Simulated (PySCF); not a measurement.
C2H5Cl2In. Atoms are numbered in the order given.

```xyz
10

In     0.0544     0.1324    -0.0235
Cl    -0.3897    -1.7939     1.2943
Cl     1.2775     1.7682     1.1811
C     -0.6244     0.2870    -2.0905
C     -1.3840    -0.9435    -2.5755
H      0.2973     0.4855    -2.6745
H     -1.2361     1.2118    -2.1162
H     -2.2962    -1.1375    -1.9768
H     -0.7654    -1.8622    -2.5354
H     -1.7056    -0.8093    -3.6310
```

Geometry: PBE-D3(BJ)/def2-SVP. The structure was generated by enumeration; whether it is a known compound was not checked. The def2 effective core potentials stand for the cores of In; spin–orbit coupling is left out. Other conformers were not sampled.

Calculation: CAM-B3LYP/def2-TZVP run with PySCF.

Isolated molecule, no solvent.

Computed frontier levels, gap, dipole moment and polarisability:
```json
{
  "highest_occupied_level": "-9.44 eV",
  "lowest_empty_level": "-0.97 eV",
  "orbital_gap": "8.47 eV",
  "dipole_moment": "4.34 D",
  "quadrupole, principal values (traceless, Buckingham form, about the centre of nuclear charge)": "-10.06, 1.43, 8.63 D·Å",
  "mean_static_polarisability": "86.7 bohr³ (12.84 Å³)",
  "polarisability_principal_values": "59.4, 92.0, 108.6 bohr³"
}
```
